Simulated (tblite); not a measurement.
Species: C7H7 (doublet state).
Z-matrix (Å and degrees, GFN2-xTB geometry), rows numbered from 1:
```
C 
C   1  1.2202
C   2  1.4012  1  159.51
C   3  1.3602  2  124.47  1    90.80
C   4  1.4960  3  119.96  2   174.06
C   4  1.4429  3  120.52  2    -5.19
C   6  1.3343  4  125.40  3   179.11
H   3  1.0840  2  115.32  1   -90.20
H   5  1.0872  4  111.14  3     0.94
H   5  1.0898  4  110.04  3   121.28
H   5  1.0896  4  110.37  3  -119.74
H   6  1.0824  4  114.91  3    -1.52
H   7  1.0767  6  122.69  4    -0.19
H   7  1.0760  6  121.18  4   179.71
```

The geometry is computed with GFN2-xTB (gas phase). This method treats the open shell by occupation alone, without spin polarisation.

Take the most abundant isotopes and a rigid rotor. The values belong to one conformer with, in the numbering `[C:1]#[C:2]/[CH:3]=[C:4](/[CH3:5])[CH:6]=[CH2:7]`, C1–C2–C3–C4 91°, C3–C4–C6–C7 179°.

(1) Give the principal moments of inertia and the rotational constants in cm⁻¹.

(2) What kind of rotor is it?

(3) Is it planar, by Δ = Ic − Ia − Ib?

(4) Give the other two planar moments, Paa and Pbb, and the rms extents of the mass along the axes.

(5) Give the coordinates in the principal-axis frame, origin at the centre of mass.

(6) Where do the levels up to J = 4 lie, in K?

Answers

(1) Ia = 105.38, Ib = 267.27, Ic = 368.34 u·Å²; 505379 MHz·u·Å²/I gives 4796, 1891 and 1372 MHz, that is A = 0.15996, B = 0.06307, C = 0.04577 cm⁻¹.

(2) An asymmetric top; Ray's κ = -0.697.

(3) Not planar: Δ = Ic − Ia − Ib = -4.31 u·Å². For a rigid frame Δ = −2 Σ m c², so Σ m c² = 2.16 u·Å² lies off the ab plane: 1.58 from hydrogen and 0.58 from heavier atoms. The atom farthest from that plane is 0.93 Å away.

(4) Paa = Σ m a² = (Ib + Ic − Ia)/2 = 265.11 and Pbb = Σ m b² = (Ia + Ic − Ib)/2 = 103.23 u·Å². With the mass M = 91.05 u, the rms extents √(P/M) along a, b and c are 1.71, 1.06, 0.15 Å.

(5) The sense of each axis is arbitrary; atoms in the order of the calculation.
```tsv
atom	mass (u)	a (Å)	b (Å)	c (Å)
C1	12.000	2.861	0.695	0.137
C2	12.000	1.935	-0.039	-0.166
C3	12.000	0.832	-0.891	-0.017
C4	12.000	-0.463	-0.475	0.008
C5	12.000	-1.570	-1.482	0.039
C6	12.000	-0.782	0.932	-0.011
C7	12.000	-2.014	1.445	-0.006
H8	1.008	1.068	-1.945	0.066
H9	1.008	-1.178	-2.495	0.054
H10	1.008	-2.185	-1.333	0.926
H11	1.008	-2.210	-1.368	-0.835
H12	1.008	0.074	1.593	-0.019
H13	1.008	-2.899	0.832	0.010
H14	1.008	-2.174	2.509	-0.017
```

(6) Above 0(0,0), as E/k:
J = 1: 1(0,1) 0.157, 1(1,1) 0.296, 1(1,0) 0.321
J = 2: 2(0,2) 0.467, 2(1,2) 0.584, 2(1,1) 0.659, 2(2,1) 1.077, 2(2,0) 1.080
J = 3: 3(0,3) 0.925, 3(1,3) 1.015, 3(1,2) 1.164, 3(2,2) 1.547, 3(2,1) 1.562, 3(3,1) 2.308, 3(3,0) 2.308
J = 4: 4(0,4) 1.523, 4(1,4) 1.586, 4(1,3) 1.833, 4(2,3) 2.171, 4(2,2) 2.214, 4(3,2) 2.940, 4(3,1) 2.942, 4(4,1) 3.998, 4(4,0) 3.998
The levels of one J sum to (2J + 1)J(J + 1)(A + B + C)/3.

For this open shell read J as N, the rotation without spin; fine and hyperfine splittings come on top. Its GFN2-xTB frequencies are all real (lowest 106 cm⁻¹). No vibrational averaging or centrifugal distortion is included, and the geometry carries the error of its method.
